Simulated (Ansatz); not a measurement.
`FCN[SiH2]Cl` + `CCl` → `FCN[SiH3]` + `ClCCl`  (formal exchange of groups at the Si–Cl bond)

Gas-phase electronic energies from Ansatz, PBE0-D4/def2-TZVP geometries. CCSD(T)/CBS adds triple-zeta CCSD(T) − MP2 to the extrapolated MP2 energy (def2 sets, frozen cores). This one scheme is used for every species. Functionals use def2-TZVPP. Each species was taken in one conformer, which may not be the lowest.

`FCN[SiH2]Cl`:

Cartesian coordinates in Å:
```
F 1.576 1.469 -0.935
C 1.094 0.836 0.207
N 0.475 -0.392 -0.100
Si -1.210 -0.644 -0.226
Cl -2.071 -1.246 1.550
H 1.955 0.704 0.867
H 0.375 1.520 0.666
H 1.111 -1.159 -0.255
H -1.845 0.642 -0.580
H -1.462 -1.731 -1.195
```

`CCl`:

```xyz
5

C    -0.104    0.090    0.050
Cl    1.156   -1.003   -0.552
H    -1.016   -0.086   -0.516
H     0.232    1.116   -0.086
H    -0.268   -0.117    1.104
```

`FCN[SiH3]`:

```xyz
10

F     1.225   -1.406   -1.075
C     0.674   -1.176    0.193
N    -0.500   -0.406    0.146
Si   -0.502    1.310   -0.098
H     0.484   -2.163    0.622
H     1.444   -0.656    0.769
H    -1.315   -0.927   -0.138
H    -1.815    1.825    0.364
H     0.608    1.854    0.725
H    -0.304    1.746   -1.508
```

`ClCCl`:

```xyz
5

Cl   -0.943    0.675    1.225
C    -0.051   -0.113   -0.075
Cl    1.525    0.620   -0.368
H     0.106   -1.151    0.203
H    -0.637   -0.031   -0.985
```

CCSD(T)/CBS gives +181.3 kJ/mol.

**Question.** Another level gave +190.1 kJ/mol. Which?
A. HF/def2-TZVPP
B. BHLYP/def2-TZVPP
C. revPBE/def2-TZVPP
D. B2PLYP/def2-TZVPP

**Answer.** A. HF/def2-TZVPP 190.1, BHLYP 184.9, B2PLYP 179.8, revPBE 170.8 kJ/mol.

Largest T1 diagnostic among the species: 0.011.

From PBE to PBE0 (25 % exact exchange), in def2-TZVPP and without D4, ΔE moves by +7.6 kJ/mol. In def2-TZVPP, CCSD(T) changes the Hartree–Fock value by −11.6 kJ/mol (the triples alone add −2.4 kJ/mol) and MP2 by −6.9 kJ/mol. Leaving LDA and LC-ωPBE aside and taking each functional with its dispersion term where it has one, the values, not all of them listed here, spread over 16.7 kJ/mol, from revPBE-D4 to BHLYP-D4.
